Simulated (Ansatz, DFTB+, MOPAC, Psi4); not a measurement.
Molecule: C3H6S, charge 0, multiplicity 1. SMILES: C1CSC1
Coordinates optimised at B3LYP-D3(BJ)/def2-TZVP (Ansatz, a program for electronic structure):
```
C
H 1 1.0897
H 1 1.0913 2 108.40
C 1 1.5398 2 110.51 3 127.23
H 4 1.0876 1 116.43 2 -20.36
H 4 1.0895 5 109.53 1 130.61
C 1 1.5398 2 110.51 3 -127.23
H 7 1.0876 1 116.43 2 20.36
H 7 1.0895 8 109.53 1 -130.61
S 4 1.8489 5 114.13 6 125.09
```

Property: size of the dipole moment, in D. Conventions: SCC-DFTB with the Slater-Koster set that CP2K ships; no spin-orbit coupling; no dispersion term unless named; 6-31G* and kin with 6d, 5d where marked; non-relativistic; 6-311+G** with 5d, 6d on Na to Ar in Ansatz; PM7 with its own dispersion and hydrogen-bond terms. Ab initio and DFT and DFTB rows: single points at B3LYP-D3(BJ) geometries (Ansatz). Semi-empirical rows: dipoles at the shared geometry.

Measured values: NIST CCCBDB, as tabulated in the package chemicals; dipoles are vibrational averages. 

Value to compare with, the measured value: 1.85 D.

```csv
level,program,size of the dipole moment (D),error
PM7,MOPAC,1.89,0.04
SCC-DFTB,DFTB+,1.43,-0.42
PBE/STO-3G,Ansatz,0.81,-1.04
PBE/6-31G*,Ansatz,2.05,0.20
PBE/6-311+G**,Ansatz,2.00,0.15
BLYP/6-31G*,Ansatz,2.00,0.15
B3LYP/6-31G*,Ansatz,2.06,0.21
B3LYP/cc-pVDZ,Ansatz,1.83,-0.02
wB97X-D/6-311+G**,Psi4,2.08,0.23
```

Among the 9 habitual levels, PBE/STO-3G lies farthest from the measured value (-1.04 D); 6 of 9 lie above it, and their mean absolute error is 0.27 D, the median 0.20. One case shows no general order.

The levels are drawn from those run, B3LYP/6-31G* more often than the rest, none by its result; left out are runs that failed, that the program found above a lower state of the same kind, or whose <S^2> lies over 0.5 above the pure value.
